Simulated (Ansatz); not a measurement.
Cl$_{4}$FTa (`[F][Ta]([Cl])([Cl])([Cl])[Cl]`) at its PBE0-D4/def2-TZVP geometry, where that method's forces vanish. Charge 0, multiplicity 1. Ta takes the def2 core potential.

```xyz
6

F    -1.9032   -0.0708   -0.0101
Ta   -0.0561   -0.0021   -0.0003
Cl   -0.0861   -1.9794   -1.2127
Cl    1.1166    1.0498   -1.6357
Cl   -0.2458    1.9669    1.2112
Cl    1.1746   -0.9645    1.6476
```

**Question.** What forces (eV/Å) does B3LYP-D4/def2-TZVPP give on these atoms in Ansatz 0.2.0? (Best estimate.)

**Answer.** Ansatz gave: 
```
F1  -0.358 -0.013 -0.002
Ta2  0.014  0.000  0.000
Cl3 -0.018 -0.334 -0.205
Cl4  0.199  0.177 -0.275
Cl5 -0.045  0.332  0.204
Cl6  0.209 -0.162  0.277
```

B3LYP here is the variant with VWN-RPA as its local correlation; programs differ in this.
